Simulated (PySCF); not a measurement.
Si(H)(Me)2(Et), C₄H₁₂Si, SMILES C[SiH](CC)C, GFN2-xTB optimised geometry.

```
17

Si    -0.29     0.28     0.00
C      1.61     0.28     0.00
C     -0.93     2.08     0.00
C     -0.95    -0.62     1.55
C     -0.54    -2.08     1.62
H     -0.78    -0.41    -1.21
H      2.01     0.75     0.89
H      2.01    -0.73    -0.04
H      2.00     0.82    -0.86
H     -0.59     2.62     0.88
H     -2.01     2.11    -0.01
H     -0.57     2.61    -0.87
H     -0.59    -0.11     2.45
H     -2.04    -0.55     1.58
H      0.54    -2.18     1.65
H     -0.90    -2.62     0.74
H     -0.95    -2.56     2.51
```

Density from B3LYP/def2-SVP run with PySCF at that geometry.

Minimum of the electron density along straight lines between bonded atoms, close to the bond critical point (lines longer than 1.1 times the sum of covalent radii, or with two minima, are not listed):

```json
[
 {"bond": "Si1–C2", "length / Å": "1.904", "ρ at the minimum / e bohr⁻³": "0.110", "∇²ρ there / e bohr⁻⁵": "0.33", "position (fraction from the first atom)": "0.38"},
 {"bond": "Si1–C3", "length / Å": "1.902", "ρ at the minimum / e bohr⁻³": "0.110", "∇²ρ there / e bohr⁻⁵": "0.33", "position (fraction from the first atom)": "0.38"},
 {"bond": "Si1–C4", "length / Å": "1.910", "ρ at the minimum / e bohr⁻³": "0.111", "∇²ρ there / e bohr⁻⁵": "0.30", "position (fraction from the first atom)": "0.38"},
 {"bond": "C4–C5", "length / Å": "1.525", "ρ at the minimum / e bohr⁻³": "0.241", "∇²ρ there / e bohr⁻⁵": "-0.54", "position (fraction from the first atom)": "0.50"},
 {"bond": "Si1–H6", "length / Å": "1.476", "ρ at the minimum / e bohr⁻³": "0.114", "∇²ρ there / e bohr⁻⁵": "0.33", "position (fraction from the first atom)": "0.49"},
 {"bond": "C2–H7", "length / Å": "1.087", "ρ at the minimum / e bohr⁻³": "0.272", "∇²ρ there / e bohr⁻⁵": "-0.97", "position (fraction from the first atom)": "0.62"},
 {"bond": "C2–H8", "length / Å": "1.086", "ρ at the minimum / e bohr⁻³": "0.272", "∇²ρ there / e bohr⁻⁵": "-0.97", "position (fraction from the first atom)": "0.62"},
 {"bond": "C2–H9", "length / Å": "1.086", "ρ at the minimum / e bohr⁻³": "0.272", "∇²ρ there / e bohr⁻⁵": "-0.97", "position (fraction from the first atom)": "0.62"},
 {"bond": "C3–H10", "length / Å": "1.086", "ρ at the minimum / e bohr⁻³": "0.272", "∇²ρ there / e bohr⁻⁵": "-0.97", "position (fraction from the first atom)": "0.62"},
 {"bond": "C3–H11", "length / Å": "1.085", "ρ at the minimum / e bohr⁻³": "0.273", "∇²ρ there / e bohr⁻⁵": "-0.97", "position (fraction from the first atom)": "0.62"},
 {"bond": "C3–H12", "length / Å": "1.085", "ρ at the minimum / e bohr⁻³": "0.273", "∇²ρ there / e bohr⁻⁵": "-0.97", "position (fraction from the first atom)": "0.62"},
 {"bond": "C4–H13", "length / Å": "1.092", "ρ at the minimum / e bohr⁻³": "0.271", "∇²ρ there / e bohr⁻⁵": "-0.95", "position (fraction from the first atom)": "0.62"},
 {"bond": "C4–H14", "length / Å": "1.091", "ρ at the minimum / e bohr⁻³": "0.272", "∇²ρ there / e bohr⁻⁵": "-0.95", "position (fraction from the first atom)": "0.62"},
 {"bond": "C5–H15", "length / Å": "1.087", "ρ at the minimum / e bohr⁻³": "0.278", "∇²ρ there / e bohr⁻⁵": "-1.01", "position (fraction from the first atom)": "0.62"},
 {"bond": "C5–H16", "length / Å": "1.088", "ρ at the minimum / e bohr⁻³": "0.278", "∇²ρ there / e bohr⁻⁵": "-1.02", "position (fraction from the first atom)": "0.62"},
 {"bond": "C5–H17", "length / Å": "1.089", "ρ at the minimum / e bohr⁻³": "0.276", "∇²ρ there / e bohr⁻⁵": "-1.01", "position (fraction from the first atom)": "0.62"}
]
```
